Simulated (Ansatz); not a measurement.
FGeH$_{4}$In, SMILES `[F][GeH2][InH2]` at its PBE0-D4/def2-TZVP geometry, where that method's forces vanish. Total charge 0; spin multiplicity 1. In takes the def2 core potential.

| atom | x (Å) | y (Å) | z (Å) |
| --- | --- | --- | --- |
| F1 | -0.155 | 0.902 | -2.116 |
| Ge2 | -0.767 | 0.607 | -0.496 |
| In3 | 0.987 | -0.842 | 0.795 |
| H4 | -1.014 | 2.018 | 0.084 |
| H5 | -2.141 | -0.063 | -0.719 |
| H6 | 2.442 | -1.338 | 0.022 |
| H7 | 0.648 | -1.284 | 2.429 |

(1) For each bond, give half the difference of the two atoms' forces along it (eV/Å; positive pushes the atoms apart) under PBE-D4, r2SCAN-D4, B3LYP-D4, ωB97M-V in def2-TZVPP. (Estimate.)

Results:

(1) Ansatz gave: 
| bond | length (Å) | PBE-D4 | r2SCAN-D4 | B3LYP-D4 | ωB97M-V |
| --- | --- | --- | --- | --- | --- |
| F1–Ge2 | 1.757 | 0.53 | 0.04 | 0.30 | 0.15 |
| Ge2–In3 | 2.616 | -0.13 | -0.03 | 0.04 | -0.02 |
| Ge2–H4 | 1.545 | 0.07 | -0.02 | -0.04 | -0.10 |
| Ge2–H5 | 1.545 | 0.07 | -0.02 | -0.04 | -0.10 |
| In3–H6 | 1.721 | 0.08 | -0.02 | 0.01 | -0.06 |
| In3–H7 | 1.727 | 0.07 | -0.02 | 0.02 | -0.06 |

B3LYP here is the variant with VWN-RPA as its local correlation; programs differ in this.
